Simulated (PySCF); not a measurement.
# Working out the ionisation energy of As

As [Ar] 3d10 4s2 4p3 (4S) → As⁺ [Ar] 3d10 4s2 4p2 (3P). Computed with PySCF 2.14 in x2c-QZVPPall, with scalar relativity by spin-free X2C-1e. Frozen: [Ar] 3d10. Energies in hartree (1 hartree = 27.21139 eV):

```
            part    As (lower)   As⁺ (upper)
             UHF  -2259.087094  -2258.741384
CCSD correlation     -0.088836     -0.071508
             (T)     -0.003291     -0.001850
```

What does Hartree-Fock give?

(-2258.741384) − (-2259.087094) = 0.345710 hartree = 9.407 eV.

What do CCSD and CCSD(T) give?

The CCSD correlation energies differ by 0.017328 hartree = 0.472 eV and the triples by 0.001441 hartree = 0.039 eV, so CCSD gives 9.879 eV and CCSD(T) 9.918 eV.

Measured between the centres of the two terms (NIST): 10.008 eV, so CCSD(T) (valence) is off by -0.090 eV.

What remains against the reference includes basis incompleteness, the frozen core and higher excitations.
